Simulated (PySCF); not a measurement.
Species: C4H5BCl2.
Geometry (PBE0-D3(BJ)/def2-SVP, Å), atoms numbered from 1 in this order:
```xyz
12
C4H5BCl2 angstrom
Cl     2.027    1.681   -0.972
B      1.859   -0.037   -1.274
C      0.760   -0.868   -0.581
C     -0.192   -0.333    0.191
C     -1.417   -0.483    0.976
C     -0.787    0.878    0.742
Cl    -1.571    2.029   -0.332
H      2.647   -0.530   -2.042
H      0.733   -1.954   -0.730
H     -1.370   -0.899    1.990
H     -2.340   -0.716    0.432
H     -0.295    1.376    1.583
```

Jobs on this species (12 atoms, 68 electrons) with PySCF (density fitting). Hardware of each: one thread, Arm Neoverse V2 (aarch64), no GPU, on a shared host. The host was shared with other jobs, so the times are rough. Peak memory is the resident size of the whole Python process, interpreter and libraries included.

```
level and settings                                                             work  basis functions  SCF cycles  wall time  peak memory
  PBE0/aug-cc-pVDZ  shieldings, ring-centre shieldings, charges and field gradients              214           ?          ?            ?
      KT2/pcSseg-1                               shieldings, ring-centre shieldings              158           ?          ?            ?
       HF/pcSseg-1                               shieldings, ring-centre shieldings              158          11       11 s     0.81 GiB
       PBE0/STO-3G  shieldings, ring-centre shieldings, charges and field gradients               48          12      3.8 s     0.40 GiB
     OPBE/pcSseg-1                               shieldings, ring-centre shieldings              158          15       23 s     0.79 GiB
       PBE0/6-31G*  shieldings, ring-centre shieldings, charges and field gradients              116          14       13 s     0.63 GiB
     PBE0/def2-SVP  shieldings, ring-centre shieldings, charges and field gradients              131          14       14 s     0.68 GiB
 mPW1PW91/pcSseg-1                               shieldings, ring-centre shieldings              158          14       17 s     0.87 GiB
     PBE0/IGLO-III  shieldings, ring-centre shieldings, charges and field gradients              313          14       50 s      1.2 GiB
```

**Question.** Fill in the missing figures.

**Answer.** 
- PBE0/aug-cc-pVDZ; shieldings, ring-centre shieldings, charges and field gradients: 31 s, 0.99 GiB, 14 SCF cycles
- KT2/pcSseg-1; shieldings, ring-centre shieldings: 21 s, 0.79 GiB, 15 SCF cycles

**Question.** What do all jobs in the table cost together?

**Answer.** About 3.1 min; the longest takes about 27 % of that, and about 13 times as long as the shortest.
